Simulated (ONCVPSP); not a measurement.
**LDA (Perdew-Wang 92) ONCV dataset for C (Z = 6), scalar-relativistic all-electron reference.**

carbon, optimised norm-conserving Vanderbilt (ONCV), made with ONCVPSP 4.0.1 (LDA (Perdew-Wang 92), scalar-relativistic). Core [He], reference 2s2 2p2. Waves: 2s: rc 1.25 bohr, ncon 3, nbas 8, qcut 4.1 1/bohr, 2 projectors, debl 0.4 Ha; 2p: rc 2.50 bohr, ncon 3, nbas 6, qcut 5.6 1/bohr, 1 projector. Local part: polynomial inside 0.85 bohr (lpopt 3, dvloc0 6 Ha). Core correction: polynomial model core, fcfact 0.15.

In the s channel the program set the typed energies aside and used -0.501, 0.250 Ha.

Question: Does the generator finish with these settings?

Answer: Yes, a potential is produced and its reference levels are reproduced.

Question: Estimate the cutoffs (Ha) at which the residual kinetic energy of the hardest occupied pseudo-wave falls to 1 and 0.1 mHa per electron.

Answer: 47 Ha and 132 Ha.

Question: Does the potential have ghost states?

Answer: No bound ghost flagged; no localised positive-energy state flagged.

Question: Which valence shell sets the plane-wave cutoff?

Answer: 2s: 47 Ha for 1 mHa per electron, against 10 Ha for 2p.

Question: Tests: 2s2 2p1; 2s2 2p0; 2s1 2p0; 2s0 2p4. Which has the largest error in its energy relative to the reference configuration, and how large is it?

Answer: 2s1 2p0, with +1298 meV (all-electron minus pseudo) on +83.21 eV.
